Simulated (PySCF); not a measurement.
Sr: excitation energy

Sr [Kr] 5s2 (1S) → Sr [Kr] 4d1 5s1, s spin flipped, as a difference of total energies. Computed with PySCF 2.14 in aug-cc-pVDZ-X2C, with scalar relativity by spin-free X2C-1e. Correlated levels: valence: [Kr] frozen. The calculations carry no spin-orbit coupling.

| method | excitation energy (eV) |
| --- | --- |
| UHF | 2.322 |
| MP2 (valence) | 2.609 |
| SCS-MP2 (valence) | 2.666 |

**Question.** How much does correlation contribute at MP2 (valence)?

**Answer.** 2.609 − (2.322) = 0.287 eV, measured against UHF.

The upper determinant mixes two multiplicities, so it lies between the two terms.

The coupled-cluster amplitudes are large for the upper state (T1 above 0.03 or a double amplitude above 0.15), so a single reference is strained.
